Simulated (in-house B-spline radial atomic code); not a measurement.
## BP86 excitations of Cr6+

Method: BP86. Computed with an all-electron radial atomic-structure program (B-spline basis): linear response of the closed shell [Ne] 3s2 3p6 with the functional's adiabatic kernel; scalar-relativistic (spin-free one-electron X2C), finite nucleus, no spin-orbit coupling, no double excitations, S, P, D and F terms only. Only terms of natural parity with L up to 3 were computed.

Command:
```bash
python run_td.py task.json out
```
Settings (radii: box in bohr, nucleus in fm):
```
Z                        24
electrons                18
configuration            [Ne] 3s2 3p6
hamiltonian              x2c
method                   b88,p86
box_radius               14.35
rms_radius               3.6452
intervals                71
```

Cost of the run: 0.4 s on 1 thread of Intel(R) Xeon(R) Platinum 8488C (Sapphire Rapids), with other jobs on the host.

The lowest states, in the order of their Tamm-Dancoff energies; the method's threshold (minus the highest occupied level) is 148.68 eV. Labels give the largest channel, * marks a mixed state, and oscillator strengths are full-response dipole values. Semilocal kernels can invert the small singlet-triplet splittings of Rydberg terms. Energies in eV:

```
     state  full response  Tamm-Dancoff  oscillator strength
3p → 3d 3P          42.90         43.05                    -
3p → 3d 3F          43.24         43.42                    -
3p → 3d 1F          47.26         47.28                    -
3p → 3d 1P          61.05         63.74                 3.48
3s → 3d 3D          74.31         74.37                    -
3s → 3d 1D              ?             ?                    -
3p → 4s 3P              ?             ?                    -
3p → 4s 1P          82.18         82.23                0.272
3p → 4p 3S          89.69         89.71                    -
3p → 4p 3D          90.34         90.36                    -
```

Q: Where does 3p → 4s 3P lie?

A: At 81.37 eV in full response, 81.39 eV in Tamm-Dancoff.

Q: Where does 3s → 3d 1D lie?

A: At 79.08 eV in full response, 79.20 eV in Tamm-Dancoff.

Q: How large is the singlet-triplet splitting of 3p → 3d (F terms) in Tamm-Dancoff?

A: 3.86 eV, from the unrounded values.

Q: What polarisabilities and dispersion coefficient does the method give?

A: Dipole 0.8104 bohr³, quadrupole 0.7084 bohr⁵, C6 1.249 hartree·bohr⁶ for two such species.
